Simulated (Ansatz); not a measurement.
FHISi, SMILES `F[SiH]I` radical, relaxed with UKS PBE-D4/def2-SVP in Ansatz from a rough embedded geometry. The force threshold is 0.03 eV/Å; the program also tests the step.

The species carries charge 0 and has multiplicity 2. I: def2 effective core potential.

Start:

```xyz
4

F     0.984   -0.101    1.253
Si   -0.263   -0.356    0.307
I     0.560   -0.280   -1.966
H    -1.281    0.737    0.406
```

(1) By how much does the energy fall, and how many steps does the optimiser take? (An estimate is asked.)

(2) Which bonds change most? (Estimate.)

(3) Give the relaxed structure. (Estimate.)

## Answers

(1) The calculation gave: 8.75 kJ/mol, in 5 steps.

(2) Ansatz gave: F1–Si2 from 1.586 to 1.642 Å; Si2–I3 from 2.419 to 2.464 Å; Si2–H4 from 1.497 to 1.516 Å.

(3) Computed: 
```xyz
4

F     0.968   -0.073    1.319
Si   -0.263   -0.377    0.276
I     0.562   -0.295   -2.044
H    -1.268    0.744    0.448
```
